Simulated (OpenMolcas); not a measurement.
**What dynamic correlation does to the levels of neutral copper**

```
Program             : OpenMolcas 26.06
Basis               : ANO-RCC-VTZP [6s5p3d2f1g]
Scalar Hamiltonian  : DKH2, point nucleus
Active space        : 11 electrons in 11 orbitals (3d 4s 4d)
State averaging     : 2S+1 = 2 even, 6 roots
Spin-orbit coupling : RASSI with atomic mean-field integrals over the reference wave functions, term energies averaged over their components
```

Methods on the same reference wave functions:
A. CASSCF
B. SS-CASPT2, IPEA 0.25 Eh, imaginary shift 0.1 Eh (closed shells correlated: 3s 3p)

Energies in eV above 3d¹⁰ 4s ²S_1/2, the measured ground level; measured values from NIST Handbook of Basic Atomic Spectroscopic Data.

```tsv
Level	A	B	Measured
3d¹⁰ 4s ²S_1/2	0.0000	0.0000	0.0000
3d⁹ 4s² ²D_5/2	0.7649	1.385	1.3889
3d⁹ 4s² ²D_3/2	1.0206	1.641	1.6422
```

Deviations, from unrounded energies. A percentage is the sum of absolute deviations over the sum of measured energies, with the sign that they share, or ± where signs differ.

```
           Against measurement  Levels      A     B
mean absolute deviation (cm-1)       2   5000    20
      other configurations (%)       2  -41.1  -0.2
```

B lies closest to measurement on these levels. The largest miss of B in the table is 3d⁹ 4s² ²D_5/2, by -30 cm-1. The ranking rests on the paired levels alone, and a cruder setting can come out closer through cancelling errors.

The lowest spin-free term lies below A's lowest term by 0.599 hartree in B.

Active for correlation alone: 4d; no level in the range computed is led by a configuration that fills it, so any true level of that kind is missing. Without dynamic correlation excited terms often stand tens of per cent too high (terms of higher spin than the ground term too low), and those without a measured partner can miss by more than the paired ones (holds for A). Measured partners are found by configuration, term and J. A level has none where our copy of the source lacks it or the pairing is in doubt (some pairs that miss far off the trend of their configuration count as doubtful), and it then counts in no deviation. Only configurations of the active space appear.
